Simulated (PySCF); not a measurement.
Predicted microwave data (PBE0-D3(BJ)/def2-SVP geometry optimisation, gas phase in PySCF 2.14.0) for one isomer of C3H9BrSi:

- Rotational constants: A = 12412, B = 597.4, C = 580.1 MHz
- Dipole components: |μa| = 1.33 D, |μb| = 1.24 D, |μc| = 0.00 D
- Inertial defect: -15.45 u·Å²
- κ: -1.00

Task: Which candidate fits, each taken in the one conformer that was computed?
A. `[SiH3:1][CH2:2][CH2:3][CH2:4][Br:5]` with Si1–C2–C3–C4 178°, C2–C3–C4–Br5 180°
B. `C[Si](C)(C)Br` (SiBrMe3)

Result: A. It is [SiH3]CCCBr. The candidates at the same level (rigid rotor, commonest isotopes):

```tsv
SMILES	A (MHz)	B (MHz)	C (MHz)	μa (D)	μb (D)	μc (D)	Δ (u·Å²)	point group	rotor
[SiH3]CCCBr	12412	597.4	580.1	1.33	1.24	0.00	-15.45	near Cs	–
C[Si](C)(C)Br	3112	1441	1441	2.45	0.00	0.00	-162.29	–	–
```

`C[Si](C)(C)Br` has C 148 % too high. No structure here is proved a minimum.
